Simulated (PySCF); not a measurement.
First hyperpolarisability: 2-thiophenemethanethiol (SCc1cccs1, C5H6S2)

Cartesian coordinates in Å; atom numbers follow the order of the lines, from 1:
```xyz
13

S    -2.8127    0.9557    0.3317
C    -1.6706   -0.1918   -0.5097
C    -0.2256    0.0496   -0.2409
C     0.7169   -0.8647    0.1620
C     2.0181   -0.3027    0.2959
C     2.0397    1.0329   -0.0039
S     0.4837    1.6145   -0.4422
H    -2.3614    0.7181    1.5823
H    -1.9062   -0.0600   -1.5784
H    -1.9164   -1.2331   -0.2546
H     0.4782   -1.9128    0.3519
H     2.8998   -0.8641    0.6077
H     2.8902    1.7131    0.0208
```

Method: quadratic response CAM-B3LYP/aug-cc-pVDZ first hyperpolarisability, Taylor convention, gas phase in PySCF 2.14.0. Geometry: PBE0-D3(BJ)/def2-SVP.

(1) Give β for the processes computed.

(2) Which lowest excitations, dipole and polarisabilities go with it?

Answers

(1) In au, Taylor convention; the vector part is βᵢ = ⅓ Σⱼ (βᵢⱼⱼ + βⱼᵢⱼ + βⱼⱼᵢ); β∥ is 3/5 of the vector part along the dipole, the dipole points from − to +:
| process | λ (nm) | β vector norm | β∥ | β HRS | depolarisation ratio |
| --- | --- | --- | --- | --- | --- |
| static β(0;0,0) | ∞ | 144.6 | 68.5 | 63.4 | 4.21 |
| second harmonic β(−2ω;ω,ω) | 1907 | 156.4 | 73.5 | 68.4 | 4.25 |
| Pockels β(−ω;ω,0) | 1907 | 148.3 | 70.1 | – | – |
| second harmonic β(−2ω;ω,ω) | 1064 | 188.7 | 87.1 | 82.1 | 4.32 |
| Pockels β(−ω;ω,0) | 1064 | 157.3 | 73.9 | – | – |

(2) S1 5.27 eV (f = 0.087); S2 5.39 eV (f = 0.053); S3 5.72 eV (f = 0.090); dipole 1.77 D; isotropic α 97.9 au static, 98.2 au at 1907 nm, 99.0 au at 1064 nm, 99.3 au at 953.5 nm, 102.9 au at 532 nm.
